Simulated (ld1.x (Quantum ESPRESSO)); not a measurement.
Reading a pseudo-wave (titanium (Ti))

Columns: radius, all-electron u(r) and pseudo u(r) of the 4s shell (level -4.47 eV) of titanium in the configuration [Ne] 3s2 3p6 3d2 4s2 4p0; PBE, scalar-relativistic, RRKJ scheme, ld1.x (Quantum ESPRESSO) 7.5.

```tsv
r (bohr)	all-electron	pseudo
0.138	-0.0924	-0.0126
0.275	-0.1308	-0.0258
0.413	0.0302	-0.0402
0.550	0.1804	-0.0564
0.688	0.2533	-0.0752
0.825	0.2495	-0.0972
0.963	0.1917	-0.1234
1.100	0.1042	-0.1540
1.238	0.0036	-0.1900
1.375	-0.0969	-0.2308
1.513	-0.1920	-0.2763
1.650	-0.2766	-0.3245
1.788	-0.3504	-0.3742
1.925	-0.4122	-0.4220
2.062	-0.4628	-0.4660
2.200	-0.5036	-0.5042
2.338	-0.5350	-0.5350
2.475	-0.5580	-0.5580
2.613	-0.5739	-0.5739
2.750	-0.5833	-0.5833
2.888	-0.5870	-0.5870
3.025	-0.5858	-0.5858
3.162	-0.5804	-0.5804
3.300	-0.5714	-0.5714
3.438	-0.5594	-0.5594
3.575	-0.5451	-0.5451
```

(1) How many radial nodes do the two functions have?

(2) At about which radius was the pseudo-wave matched?

(3) Where does each function peak?

(4) Is the pseudo-wave norm-conserving?

## Answers

(1) The all-electron 4s function has n − l − 1 = 3 (the table is too coarse to show those close to the nucleus); the pseudo-wave has 0, since the states of the same l below it are removed with the core.

(2) 2.75 bohr. The columns agree to 0.0005 from 2.34 bohr on; several derivatives are matched, so the curves merge somewhat inside the radius.

(3) Outermost all-electron maximum near 2.89 bohr, pseudo maximum near 2.89 bohr (to the table’s step).

(4) Yes: the RRKJ scheme keeps the norm inside the radius equal to the all-electron one, which fixes the energy derivative of the logarithmic derivative at the level.
